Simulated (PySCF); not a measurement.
Computed IR spectrum (relative IR intensity) of a molecule C2H6OSe. Geometry optimised at B3LYP-D3(BJ)/def2-SVP. Other conformers were not sampled. Computed with B3LYP-D3(BJ)/def2-SVP run with PySCF. Frequencies are harmonic and unscaled.

Lines under 2 % of the strongest are left out, and lines within 2 cm⁻¹ are merged.

| ν (cm⁻¹) | relative intensity |
|---|---|
| 85 | 2.0 |
| 250 | 6.8 |
| 583 | 15 |
| 592 | 14 |
| 887 | 13 |
| 904 | 6.3 |
| 1070 | 100 |
| 1183 | 6.3 |
| 1284 | 2.1 |
| 1422 | 8.3 |
| 1448 | 3.8 |
| 1450 | 11 |
| 1457 | 4.9 |
| 1481 | 18 |
| 2984 | 58 |
| 3041 | 8.3 |
| 3056 | 48 |
| 3099 | 20 |
| 3147 | 4.0 |
| 3163 | 2.6 |

Problem. Which molecule gave these data?
A. CC[Se]O
B. OCC[SeH]
C. COC[SeH]
D. CO[Se]C

Solution. D, CO[Se]C
